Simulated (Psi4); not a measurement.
CH6FNSi, singlet, geometry from GFN2-xTB. Base run: Psi4 with CCSD(T)/def2-SVP.

Input for Psi4:
```
memory 2 GB

molecule {
0 1
Si   -0.14455069   -0.30873114   -0.17759945
C     1.44407506    0.39318333   -0.91772686
N    -1.26817076    0.97226702    0.02594522
F     0.12125852   -0.81327642    1.33234470
H    -0.60496721   -1.52175803   -0.85019225
H     1.29957394    0.71300355   -1.94486486
H     1.79651479    1.24991237   -0.35065422
H     2.23420189   -0.35149651   -0.91600640
H    -1.52337383    1.55104041   -0.75534691
H    -2.05682175    0.83605275    0.63709939
}

set {
  basis def2-svp
  freeze_core true
}

energy('ccsd(t)')
print_variables()
```

Each row names what was changed in the base input (with any setting that the change needs).

```tsv
change	ΔE vs base (kcal/mol)	MP2 correlation (Eh)	basis functions	core-seconds (rough)
base	0.000	-0.59863	90	100
method = mp4	0.096	-0.59863	90	30
method = qcisd(t)	-0.282	-0.59863	90	50
method = mp3	14.32	-0.59841	90	9
method = dlpno-mp2	34.18	-0.59834	90	8
method = ccsd	8.53	-0.59863	90	60
method = mp2	34.13	-0.59841	90	7
method = fno-ccsd(t)	0.000	-0.59863	90	60
```
